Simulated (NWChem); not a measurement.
Everything below was run with NWChem. System: CH$_{3}$O$_{3}$Re, charge 1, spin multiplicity 2, at the geometry of a parent with another charge or spin, in a state set for the comparison that need not be this species' ground state. Its SCF solution wasn't tested for a lower state.

Input file:

```
start mol
memory heap 200 mb stack 900 mb global 1100 mb
charge 1
geometry units angstroms nocenter noautoz
  Re    -0.035558    -0.070381     0.000000
  O     -0.974429    -0.119180     1.413151
  O     -0.974429    -0.119180    -1.413151
  O      1.210114    -1.223304     0.000000
  C      0.898657     1.778283     0.000000
  H      0.133554     2.569740     0.000000
  H      1.525636     1.866237    -0.900526
  H      1.525636     1.866237     0.900526
  symmetry group Cs
end
basis spherical
  * library def2-tzvp
end
ecp
  Re library def2-ecp
end
dft
  xc xpbe96 cpbe96
  odft
  mult 2
  semidirect memsize 60000000 filesize 0
  iterations 100
end
task dft energy
```

The output up to the point where the run's verdict is printed (cleaned and shortened):

```
             Northwest Computational Chemistry Package (NWChem) 7.3.0
             --------------------------------------------------------

                                NWChem Input Module
                                -------------------

 Scaling coordinates for geometry "geometry" by  1.889725989
 (inverse scale =  0.529177249)

 Turning off AUTOSYM since
 SYMMETRY directive was detected!

                             Geometry "geometry" -> ""
                             -------------------------

 Output coordinates in angstroms (scale by  1.889725989 to convert to a.u.)

  No.       Tag          Charge          X              Y              Z
 ---- ---------------- ---------- -------------- -------------- --------------
    1 Re                  75.0000    -0.03555800    -0.07038100     0.00000000
    2 O                    8.0000    -0.97442900    -0.11918000     1.41315100
    3 O                    8.0000    -0.97442900    -0.11918000    -1.41315100
    4 O                    8.0000     1.21011400    -1.22330400     0.00000000
    5 C                    6.0000     0.89865700     1.77828300     0.00000000
    6 H                    1.0000     0.13355400     2.56974000     0.00000000
    7 H                    1.0000     1.52563600     1.86623700    -0.90052600
    8 H                    1.0000     1.52563600     1.86623700     0.90052600

 Effective nuclear repulsion energy (a.u.)     802.9749461904

            Nuclear Dipole moment (a.u.)
            ----------------------------
        X                 Y               Z
 ---------------- ---------------- ----------------
    -0.0000642507     0.0000472431     0.0000000000

      Symmetry information
      --------------------

 Group name             Cs
 Group number              2
 Group order               2
 No. of unique centers     6

      Symmetry unique atoms

     1    2    4    5    6    7


 Summary of "ao basis" -> "" (spherical)
 ------------------------------------------------------------------------------
       Tag                 Description            Shells   Functions and Types
[...]
 d= 0,ls=0.5,diis    75   -343.0647758183 -5.42D-05  1.58D-05  1.42D-04   205.9
                                                     1.45D-05  1.20D-04
 d= 0,ls=0.5,diis    76   -343.0648323613 -5.65D-05  1.58D-05  1.50D-04   208.4
                                                     1.34D-05  1.29D-04
 d= 0,ls=0.5,diis    77   -343.0648852822 -5.29D-05  1.58D-05  1.51D-04   210.7
                                                     1.40D-05  1.45D-04
 d= 0,ls=0.5,diis    78   -343.0649499939 -6.47D-05  1.70D-05  1.47D-04   214.0
                                                     1.34D-05  1.39D-04
 d= 0,ls=0.5,diis    79   -343.0650163074 -6.63D-05  1.63D-05  1.37D-04   217.3
                                                     1.86D-05  1.44D-04
 d= 0,ls=0.5,diis    80   -343.0650918853 -7.56D-05  1.55D-05  1.57D-04   219.5
                                                     2.18D-05  1.26D-04
 d= 0,ls=0.5,diis    81   -343.0651597643 -6.79D-05  1.60D-05  2.06D-04   222.1
                                                     2.13D-05  1.23D-04
 d= 0,ls=0.5,diis    82   -343.0652339340 -7.42D-05  1.57D-05  2.45D-04   224.4
                                                     2.24D-05  1.33D-04
 d= 0,ls=0.5,diis    83   -343.0652948299 -6.09D-05  1.76D-05  3.16D-04   226.9
                                                     2.37D-05  1.64D-04
 d= 0,ls=0.5,diis    84   -343.0653739627 -7.91D-05  1.50D-05  3.47D-04   229.2
                                                     2.16D-05  1.81D-04
 d= 0,ls=0.5,diis    85   -343.0654264560 -5.25D-05  1.23D-05  4.29D-04   231.6
                                                     2.18D-05  2.23D-04
 d= 0,ls=0.5,diis    86   -343.0654396309 -1.32D-05  1.75D-05  5.72D-04   233.8
                                                     2.77D-05  2.89D-04
 d= 0,ls=0.5,diis    87   -343.0653428271  9.68D-05  2.67D-05  9.50D-04   236.0
                                                     3.09D-05  4.93D-04
 d= 0,ls=0.5,diis    88   -343.0654942248 -1.51D-04  2.19D-05  7.78D-04   238.4
                                                     2.56D-05  4.27D-04
 d= 0,ls=0.5,diis    89   -343.0656163113 -1.22D-04  3.00D-05  7.31D-04   240.8
                                                     2.52D-05  3.93D-04
 d= 0,ls=0.5,diis    90   -343.0658096594 -1.93D-04  3.16D-05  5.49D-04   243.1
                                                     2.49D-05  2.83D-04
 d= 0,ls=0.5,diis    91   -343.0659976627 -1.88D-04  4.27D-05  4.18D-04   245.5
                                                     3.15D-05  2.04D-04
 d= 0,ls=0.5,diis    92   -343.0662387370 -2.41D-04  4.10D-05  2.52D-04   247.8
                                                     2.90D-05  1.09D-04
 d= 0,ls=0.5,diis    93   -343.0664484994 -2.10D-04  4.27D-05  1.63D-04   250.1
                                                     3.16D-05  5.94D-05
 d= 0,ls=0.5,diis    94   -343.0666511544 -2.03D-04  3.99D-05  1.11D-04   252.3
                                                     3.01D-05  3.64D-05
 d= 0,ls=0.5,diis    95   -343.0668317051 -1.81D-04  4.88D-05  8.45D-05   254.8
                                                     3.66D-05  2.78D-05
 d= 0,ls=0.5,diis    96   -343.0670278979 -1.96D-04  3.70D-05  7.74D-05   257.2
                                                     3.11D-05  3.55D-05
 d= 0,ls=0.5,diis    97   -343.0671891172 -1.61D-04  5.03D-05  5.94D-05   259.5
                                                     3.73D-05  2.65D-05
 d= 0,ls=0.5,diis    98   -343.0673484198 -1.59D-04  6.09D-05  9.53D-05   261.8
                                                     4.36D-05  6.02D-05
 d= 0,ls=0.5,diis    99   -343.0674503237 -1.02D-04  4.46D-05  2.92D-04   264.1
                                                     3.34D-05  2.11D-04
 d= 0,ls=0.5,diis   100   -343.0675641732 -1.14D-04  3.37D-05  3.05D-04   266.5
                                                     2.92D-05  2.51D-04
```

The run did not converge; its last values are not results. The next line reads: Calculation failed to converge. NWChem stopped with the message: dft energy failed.
